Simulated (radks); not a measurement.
Values are calculated unless marked as measured or tabulated.
Question: Ionisation ladder of magnesium, from Mg I to Mg V. Each ion is in the ground configuration listed by NIST, and IE = E(next ion) - E(this ion). Code: a radial shooting solver on a logarithmic mesh with Libxc functionals. Model: scalar-relativistic Kohn-Sham, PBE, spin-unpolarised, spherical densities, finite nucleus; Fermi nuclear charge, rms radius 3.057 fm.

species  configuration  IE, Delta-SCF (eV)  <r> HOMO (bohr)
Mg I          [Ne] 3s2                   ?             3.15
Mg II         [Ne] 3s1                   ?             2.79
Mg III            [Ne]              81.186            0.684
Mg IV     [He] 2s2 2p5              112.27            0.642
Mg V      [He] 2s2 2p4              146.36            0.606

Estimate the withheld Delta-SCF values.

Answer: Mg I: 7.960 eV (NIST 7.646); Mg II: 15.025 eV (NIST 15.035).

Beside tabulated values, note that spin-unpolarised runs miss the spin-polarisation part of the exchange energy of open shells.
